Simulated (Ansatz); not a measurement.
Cl3MoO (SMILES [O]=[Mo]([Cl])([Cl])[Cl]), doublet (typed; the unrestricted solution is spin-contaminated), geometry from GFN2-xTB (such geometries of metal compounds can be far from the true shape) (the multiplicity is a formal guess) (core potentials on Mo). Base run: HF/def2-SV(P) in Ansatz (a program for electronic structure).

Input for Ansatz:
Ansatz 0.2 input:
```yaml
crystal:
  periodic: [false, false, false]
  atoms:
    - {symbol: Mo, position_ang: [0.38642121, -0.08118934, -0.01229997]}
    - {symbol: O, position_ang: [1.59381395, -0.79626759, -0.84841018]}
    - {symbol: Cl, position_ang: [0.47627775, 0.96715298, 1.82988382]}
    - {symbol: Cl, position_ang: [-0.83372497, 1.14356481, -1.47491885]}
    - {symbol: Cl, position_ang: [-1.34727056, -1.53541821, 0.07467503]}
basis:
  gaussian:
    orbitals: def2-SV_P_.json
hamiltonian:
  xc: hf
magnetization: {spin_polarized: true, initial_magnetization: 1}
```
The basis file holds def2-SV(P) in the JSON format of the Basis Set Exchange.

The bond that is stretched is that between atoms 5 and 1. A test that says stable can miss a lower solution.

Variants of this job, named by their change:

```
change                                                           ΔE vs base (mEh)  <S^2>       stability test says
---------------------------------------------------------------  ----------------  -----  ------------------------
base                                                                        0.000  0.861                   minimum
spin_polarized = on; lower_state_search = off                               0.000  0.861  undecided (no full test)
spin_polarized = on; lower_state_search = standard                          0.000  0.861                   minimum
bond × 1.25                                                                33.938  1.507                   minimum
spin_polarized = on; lower_state_search = off; bond × 1.25                 33.938  1.507  undecided (no full test)
spin_polarized = on; lower_state_search = standard; bond × 1.25            33.938  1.507                   minimum
bond × 1.5                                                                 41.656  1.965                   minimum
spin_polarized = on; lower_state_search = off; bond × 1.5                  63.309  1.730  undecided (no full test)
spin_polarized = on; lower_state_search = standard; bond × 1.5             41.656  1.965                   minimum
bond × 1.8                                                                 42.493  1.978                   minimum
spin_polarized = on; lower_state_search = off; bond × 1.8                  64.007  1.722  undecided (no full test)
spin_polarized = on; lower_state_search = standard; bond × 1.8             42.493  1.978                   minimum
bond × 2.2                                                                 44.249  1.982                   minimum
spin_polarized = on; lower_state_search = off; bond × 2.2                  65.704  1.718  undecided (no full test)
spin_polarized = on; lower_state_search = standard; bond × 2.2             44.249  1.982                   minimum
bond × 3.0                                                                 45.764  1.983                   minimum
spin_polarized = on; lower_state_search = off; bond × 3.0                  45.764  1.983  undecided (no full test)
spin_polarized = on; lower_state_search = standard; bond × 3.0             45.764  1.983                   minimum
```

On stretching, the SCF can end on different states; <S^2> shows the spin contamination of each.
